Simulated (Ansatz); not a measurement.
```yaml
crystal:
  periodic: [false, false, false]
  atoms:
    - {symbol: C, position_ang: [-1.732297, 0.828086, 0.269800]}
    - {symbol: Al, position_ang: [0.181474, 0.503785, -0.010592]}
    - {symbol: C, position_ang: [1.314101, -0.241074, 1.406677]}
    - {symbol: N, position_ang: [0.190190, -0.977812, -1.428304]}
    - {symbol: Cl, position_ang: [1.164175, 1.969346, -1.265550]}
    - {symbol: H, position_ang: [-1.887550, 1.659957, 0.964463]}
    - {symbol: H, position_ang: [-2.254040, 1.095289, -0.655079]}
    - {symbol: H, position_ang: [-2.245173, -0.038600, 0.702280]}
    - {symbol: H, position_ang: [1.457109, 0.486685, 2.212028]}
    - {symbol: H, position_ang: [2.314094, -0.508681, 1.049741]}
    - {symbol: H, position_ang: [0.875808, -1.133583, 1.867711]}
    - {symbol: H, position_ang: [-0.227175, -1.850356, -1.120988]}
    - {symbol: H, position_ang: [1.147171, -1.164821, -1.712048]}
    - {symbol: H, position_ang: [-0.310888, -0.657422, -2.251440]}
basis:
  gaussian: {orbitals: def2-SVP, nuclear_model: gaussian}
total_charge: 1
magnetization: {spin_polarized: true, initial_magnetization: 1}
hamiltonian: {xc: {name: B2PLYP}}
scf: {lower_state_search: off}
output: {forces: true}
```

```sh
$ ansatz run in.yaml --threads 4 --pin off --events-out ev --progress --plain --max-ram 10444MiB
```

Output, abridged:

```
Functional definition: B2PLYP
1225 factors; integrals over basis functions are off by at most 1.1e-3 eV
mean field evaluation 1: about -22785.7865 eV, gradient 5.2e1 eV
mean field evaluation 2: about -22785.7871 eV, gradient 5.2e1 eV
mean field evaluation 4: about -22798.1236 eV, gradient 6.5e0 eV
mean field evaluation 8: about -22798.6498 eV, gradient 6.9e-1 eV
mean field evaluation 16: about -22798.6713 eV, gradient 1.8e-3 eV
mean field -22798.67125759 eV, -837.8357152221 hartree, gradient 4.1e-6 eV, S^2 0.771030; 0 other end points of the search recorded, 0 dependent functions left out
13 core orbitals not correlated: weight in the atoms' cores, before any rotation towards them, 1.000 or more for the frozen orbitals, at most 0.000 for the correlated occupied ones
reference -22798.67143126 eV, -837.8357216041 hartree; 16, 15 occupied and 94, 95 virtual orbitals, 1225 factors
second order -22.22386062 eV of doubles, -0.00000000 eV of singles
Total energy: -22804.67187362 eV, -838.0562337939 hartree
Atom 0 at    -1.732297     0.828086     0.269800 Å, force    -1.818546     0.412683     0.764763 eV/Å
Atom 1 at     0.181474     0.503785    -0.010592 Å, force     0.816278     0.212031    -1.988645 eV/Å
Atom 2 at     1.314101    -0.241074     1.406677 Å, force     0.839581    -0.520106     1.757029 eV/Å
Atom 3 at     0.190190    -0.977812    -1.428304 Å, force    -0.073464     0.564824     0.730400 eV/Å
Atom 4 at     1.164175     1.969346    -1.265550 Å, force    -0.296216    -0.248867     0.559903 eV/Å
Atom 5 at    -1.887550     1.659957     0.964463 Å, force     0.381511     0.226179     0.200072 eV/Å
Atom 6 at    -2.254040     1.095289    -0.655079 Å, force     0.449793    -0.005824    -0.519745 eV/Å
Atom 7 at    -2.245173    -0.038600     0.702280 Å, force     0.342955    -0.423869     0.093333 eV/Å
Atom 8 at     1.457109     0.486685     2.212028 Å, force    -0.215242     0.435746    -0.022858 eV/Å
Atom 9 at     2.314094    -0.508681     1.049741 Å, force     0.041212     0.137080    -0.672613 eV/Å
Atom 10 at     0.875808    -1.133583     1.867711 Å, force    -0.491178    -0.130966    -0.217800 eV/Å
Atom 11 at    -0.227175    -1.850356    -1.120988 Å, force    -0.134074    -0.437155    -0.049257 eV/Å
Atom 12 at     1.147171    -1.164821    -1.712048 Å, force     0.321569    -0.195294    -0.227278 eV/Å
Atom 13 at    -0.310888    -0.657422    -2.251440 Å, force    -0.164179    -0.026462    -0.407304 eV/Å
Dipole moment:    -0.410069    -1.107629     0.056848 e Å
Checks for a lower state left out: starts, cluster_reference, orbital_swaps, neighbouring_geometries, increment
```

It took 11 s on 4 threads of an Arm Neoverse V1 on a shared host, with 0.81 GiB of host memory at the peak.
